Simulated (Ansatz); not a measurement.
CH5S, charge +1, singlet, at a GFN2-xTB geometry, atoms displaced at random by about 0.05 Å a coordinate; Ansatz (a quantum-chemistry and plane-wave program) with HF/6-31G*.

Here is a job for Ansatz.
Ansatz 0.2 input:
```yaml
crystal:
  periodic: [false, false, false]
  atoms:
    - {symbol: C, position_ang: [0.02777056, 1.17266414, -0.06008231]}
    - {symbol: S, position_ang: [-0.03201079, -0.60902899, 0.13076978]}
    - {symbol: H, position_ang: [1.30853476, -0.88830879, -0.14765074]}
    - {symbol: H, position_ang: [-1.04049563, 1.41954958, 0.07141471]}
    - {symbol: H, position_ang: [0.55112612, 1.66088379, 0.77242756]}
    - {symbol: H, position_ang: [0.40981745, 1.42580338, -1.09908462]}
    - {symbol: H, position_ang: [-0.59566461, -0.98430692, -1.06567765]}
basis:
  gaussian:
    orbitals: 6-31G*
hamiltonian:
  xc: hf
total_charge: 1
relax: {f_tol: 0.05}
```

The log (banner, timings and long lists left out):

```
Functional definition: HF
512 factors; integrals over basis functions are off by at most 6.8e-4 eV
mean field evaluation 1: about -11916.4458 eV, gradient 2.6e1 eV
mean field evaluation 2: about -11916.4480 eV, gradient 2.6e1 eV
mean field evaluation 4: about -11918.3014 eV, gradient 2.1e0 eV
mean field evaluation 8: about -11918.3200 eV, gradient 3.8e-5 eV
mean field -11918.32004742 eV, -437.9901832151 hartree, gradient 1.3e-5 eV, S^2 0.000000; 0 other end points of the search recorded, 0 dependent functions left out
the calculation of the forces begins
reference -11918.32004742 eV, -437.9901832151 hartree; 13, 13 occupied and 31, 31 virtual orbitals, 512 factors
relax step   1: F+E_penalty+E_count = -11918.32004742 eV  Δ(F+E_penalty+E_count) = +0.000e0 eV  max|allowed force component| = 1.906e0 eV/Å  Δτ_max = 0.0000 Å  (24 SCF iters, accepted)
these checks for a lower state are left out or cut short: starts, cluster_reference, orbital_swaps, neighbouring_geometries, increment
512 factors; integrals over basis functions are off by at most 6.2e-4 eV
mean field evaluation 16: about -11918.5625 eV, gradient 1.5e-4 eV
mean field -11918.56248655 eV, -437.9990926891 hartree, gradient 2.3e-5 eV, S^2 0.000000; 0 other end points of the search recorded, 0 dependent functions left out
the calculation of the forces begins
reference -11918.56248655 eV, -437.9990926891 hartree; 13, 13 occupied and 31, 31 virtual orbitals, 512 factors
relax step   2: F+E_penalty+E_count = -11918.56248655 eV  Δ(F+E_penalty+E_count) = -2.424e-1 eV  max|allowed force component| = 8.631e-1 eV/Å  Δτ_max = 0.1207 Å  (23 SCF iters, accepted)
these checks for a lower state are left out or cut short: starts, cluster_reference, orbital_swaps, neighbouring_geometries, increment
512 factors; integrals over basis functions are off by at most 6.1e-4 eV
mean field -11918.61108541 eV, -438.0008786642 hartree, gradient 2.2e-5 eV, S^2 0.000000; 0 other end points of the search recorded, 0 dependent functions left out
the calculation of the forces begins
reference -11918.61108541 eV, -438.0008786642 hartree; 13, 13 occupied and 31, 31 virtual orbitals, 512 factors
relax step   3: F+E_penalty+E_count = -11918.61108541 eV  Δ(F+E_penalty+E_count) = -4.860e-2 eV  max|allowed force component| = 3.894e-1 eV/Å  Δτ_max = 0.0636 Å  (23 SCF iters, accepted)
these checks for a lower state are left out or cut short: starts, cluster_reference, orbital_swaps, neighbouring_geometries, increment
[...]
mean field evaluation 32: about -11918.6150 eV, gradient 2.2e-5 eV
mean field -11918.61504719 eV, -438.0010242567 hartree, gradient 2.2e-5 eV, S^2 0.000000; 0 other end points of the search recorded, 0 dependent functions left out
the calculation of the forces begins
reference -11918.61504719 eV, -438.0010242567 hartree; 13, 13 occupied and 31, 31 virtual orbitals, 512 factors
relax step   4: F+E_penalty+E_count = -11918.61504719 eV  Δ(F+E_penalty+E_count) = -3.962e-3 eV  max|allowed force component| = 6.458e-2 eV/Å  Δτ_max = 0.0100 Å  (23 SCF iters, accepted)
these checks for a lower state are left out or cut short: starts, cluster_reference, orbital_swaps, neighbouring_geometries, increment
512 factors; integrals over basis functions are off by at most 6.1e-4 eV
mean field -11918.61516424 eV, -438.0010285582 hartree, gradient 2.2e-5 eV, S^2 0.000000; 0 other end points of the search recorded, 0 dependent functions left out
the calculation of the forces begins
reference -11918.61516424 eV, -438.0010285582 hartree; 13, 13 occupied and 31, 31 virtual orbitals, 512 factors
relax step   5: F+E_penalty+E_count = -11918.61516424 eV  Δ(F+E_penalty+E_count) = -1.170e-4 eV  max|allowed force component| = 4.207e-2 eV/Å  Δτ_max = 0.0043 Å  (24 SCF iters, accepted)
512 factors; integrals over basis functions are off by at most 6.1e-4 eV
mean field -11918.61516424 eV, -438.0010285582 hartree, gradient 2.2e-5 eV, S^2 0.000000; 1 other end points of the search recorded, 0 dependent functions left out
the calculation of the forces begins
reference -11918.61516424 eV, -438.0010285582 hartree; 13, 13 occupied and 31, 31 virtual orbitals, 512 factors
Total energy: -11918.61516424 eV, -438.0010285582 hartree
Atom 0 at    -0.016954     1.191609    -0.069341 Å, force    -0.022840    -0.009894     0.016931 eV/Å
Atom 1 at     0.007678    -0.630755     0.136768 Å, force     0.000350     0.042073    -0.002840 eV/Å
Atom 2 at     1.264556    -0.904307    -0.193125 Å, force    -0.003183    -0.002342    -0.001154 eV/Å
Atom 3 at    -1.049201     1.498277     0.020270 Å, force     0.016541    -0.017431    -0.003553 eV/Å
Atom 4 at     0.563164     1.600886     0.744604 Å, force     0.003193    -0.007456    -0.001274 eV/Å
Atom 5 at     0.395959     1.463204    -1.027275 Å, force     0.005073    -0.002575    -0.007205 eV/Å
Atom 6 at    -0.536125    -1.021659    -1.009784 Å, force     0.000866    -0.002376    -0.000905 eV/Å
Dipole moment:     0.123683    -0.066243    -0.263268 e Å
```
